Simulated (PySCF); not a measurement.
A run for PySCF: R-HF/3-21G on BrH5OSi (a complex), monomers drawn apart or pushed together.

```python
from pyscf import gto, scf, dft, mp
from pyscf.data.elements import chemcore

mol = gto.M(
    atom='''
    Br   -0.60941552   -1.15564798   -0.02079492
    H    -0.15485613   -0.42266917    1.13543890
    O     0.54459607    0.75692947    3.38808964
    Si    0.03967890    0.39092692    4.93279833
    H     1.22931683    1.41899771    3.26134086
    H     1.16839758   -0.11640341    5.74629242
    H    -0.98996194   -0.64873423    4.76093056
    H    -0.52731834    1.58845839    5.59430328
    ''',
    basis='3-21g',
    charge=0, spin=0, verbose=3, max_memory=1800)
mf = scf.RHF(mol)
mf.conv_tol = 1e-8
mf.max_cycle = 100
mf.kernel()
if not mf.converged:
    mf = mf.newton().run(mf.mo_coeff, mf.mo_occ)
```

Give the final energy of this run.

-2924.8014 hartree.
